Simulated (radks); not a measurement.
Task: These are the eigenvalues of the occupied orbitals of an atom or ion with whole-number occupations (eV). All-electron calculation, non-relativistic Kohn-Sham, LB94 model potential, spin-polarised, spherical densities, point nucleus. Program: a radial shooting solver on a logarithmic mesh with Libxc functionals.

1s down: -70290.58
1s up: -70290.41
2s up: -13833.53
2s down: -13832.51
2p up: -13403.61
2p down: -13403.26
3s up: -5056.868
3s down: -5052.499
3p up: -4861.522
3p down: -4856.870
3d up: -4507.804
3d down: -4503.055

Which element is it, and in what charge state? The configuration may be excited. Open shells, if any, are filled with parallel spins first.

Result: Z = 76, osmium, charge +49: Os49+ in [Ar] 3d9. The list shows which subshells hold electrons but not how many an open one holds; the 1s level, -2583.1 hartree, gives Z - s = 71.9 by -(Z - s)^2/2, which with screening narrows Z to a few neighbours, and the depths of the outer levels then fix element, charge and occupations together.
